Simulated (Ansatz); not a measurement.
Start from `NC[SiH3]` and change one element to get `[SiH3]C[AsH2]`.

Ansatz, PBE0-D4/def2-TZVP geometries, multiplicity 1. Each molecule was computed in one conformer, which needn't be the lowest.

Scalar relativity is left out up to krypton.

| property | `NC[SiH3]` |
| --- | --- |
| zero-point energy (PBE0-D4/def2-TZVP) / kJ/mol | 207.8 |
| HOMO–LUMO gap (B3LYP/def2-TZVPP) / eV | 7.06 |
| LUMO energy (B3LYP/def2-TZVPP) / eV | 0.33 |
| LUMO energy (PBE0/def2-TZVPP) / eV | 0.62 |
| HOMO energy (PBE0/def2-TZVPP) / eV | -6.96 |
| HOMO–LUMO gap (PBE/def2-TZVPP) / eV | 5.29 |

Give the same properties after the change, and the shifts. (Estimate.)

Computed: 
```csv
property,`[SiH3]C[AsH2]`,shift
zero-point energy (PBE0-D4/def2-TZVP) / kJ/mol,177.9,-29.9
HOMO–LUMO gap (B3LYP/def2-TZVPP) / eV,6.78,-0.28
LUMO energy (B3LYP/def2-TZVPP) / eV,-0.23,-0.56
LUMO energy (PBE0/def2-TZVPP) / eV,-0.01,-0.63
HOMO energy (PBE0/def2-TZVPP) / eV,-7.20,-0.24
HOMO–LUMO gap (PBE/def2-TZVPP) / eV,5.31,0.02
```

With PBE0 the HOMO falls by 0.24 eV and the LUMO falls by 0.63 eV, so the gap narrows by about 0.39 eV. PBE moves the HOMO by -0.64 eV and ωB97M-V by 0.04 eV.

B3LYP here is the variant with VWN-RPA as its local correlation; programs differ in this.
